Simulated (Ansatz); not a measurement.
`CC(C)[O][GeH]` → `[OH][GeH]` + `C=CC` at 298.15 K and 1 bar (alkene loss).

Gas-phase electronic energies from Ansatz, PBE0-D4/def2-TZVP geometries. CCSD(T)/CBS is the MP2 limit (def2-TZVPP, def2-QZVPP) plus CCSD(T) − MP2 in def2-TZVPP, frozen cores. For Ge outer-core shells are correlated without core-valence functions, which leaves a few kJ/mol of doubt a bond. Scalar relativity is left out up to krypton. One conformer a species, not always the lowest.

```json
{"species": "`CC(C)[O][GeH]`", "CCSD(T)/CBS energy (Eh)": "-2270.25202", "H − E (kJ/mol)": "295.8", "S (J/(mol·K))": "354.0"}
{"species": "`[OH][GeH]`", "CCSD(T)/CBS energy (Eh)": "-2152.47759", "H − E (kJ/mol)": "63.5", "S (J/(mol·K))": "255.1"}
{"species": "`C=CC`", "CCSD(T)/CBS energy (Eh)": "-117.74610", "H − E (kJ/mol)": "222.5", "S (J/(mol·K))": "264.5"}
```

H − E and S are ideal-gas, rigid-rotor, harmonic terms from PBE0-D4/def2-TZVP, for one conformer and one mirror image of each species. 1 Eh = 2625.50 kJ/mol, R = 8.31446 J/(mol·K).

Task: By hand: ΔE, ΔH, ΔS and ΔG.

Result: ΔE = (-2152.47759) + (-117.74610) − (-2270.25202) = 0.02833 Eh = 74.4 kJ/mol. Δ(H − E) = 63.5 + 222.5 − 295.8 = -9.8, so ΔH = 64.6 kJ/mol. ΔS = 255.1 + 264.5 − 354.0 = 165.6 J/(mol·K). ΔG = 64.6 − 298.15 × (165.6)/1000 = 15.2 kJ/mol.

Task: By hand: the equilibrium constant, and the temperature at which ΔG would vanish if ΔH and ΔS stayed fixed.

Result: log₁₀ K = −ΔG/(RT ln 10) = -2.7. ΔG = 0 at ΔH/ΔS = 390 K.

The number of gas molecules changes by +1, which sets the sign of ΔS. A doubt of 5 kJ/mol in ΔE shifts log₁₀ K by 0.9 here. Other conformers and mirror images would add mixing entropy, several J/(mol·K) or more a flexible species. Modes under 60 cm⁻¹, often nearly free rotors, make the harmonic entropy too high. These are equilibria of isolated gas molecules and say nothing of rates. Largest T1 diagnostic: 0.016 (customary marks: 0.02 for closed shells, 0.045 for open ones).
